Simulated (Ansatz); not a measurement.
Molecule: sum formula SiBrCl, net charge 0, singlet state. SMILES: [Si](Br)Cl
Structure (B3LYP-D3(BJ)/def2-TZVP (Ansatz, a program for electronic structure) minimum search):
```xyz
3

Si     0.3791     0.3746     1.0903
Cl     1.1144     1.8306    -0.2184
Br    -0.6929    -1.0390    -0.3300
```

Property: vertical ionisation energy (to the doublet state of charge +1; each state is the SCF solution reached for its spin; for the singlet the Hartree-Fock reference is unstable and T1 is 0.014), in eV. Cores are frozen in the correlated levels unless marked. Open shells are spin-unrestricted. No spin-orbit coupling. Frozen are the shells of the preceding noble gas and the d and f shells that filled before the atom's block. No relativistic terms. Basis-set limits of correlation are two-point, X^-3; Hartree-Fock from the larger set. The bracket is a focal-point correction in the basis named.

| level | program | vertical ionisation energy (eV) |
|---|---|---|
| HF/def2-SVPD | Ansatz | 9.20 |
| HF/def2-QZVPPD | Ansatz | 9.08 |
| SVWN5/def2-TZVPD | Ansatz | 9.81 |
| PBE/def2-TZVPD | Ansatz | 9.61 |

### Question
Estimate the value at RI-MP2/CBS(def2-TZVPPD,def2-QZVPPD)+[CCSD(T)-MP2]/def2-TZVPPD as computed with Ansatz.

### Answer
9.98 eV
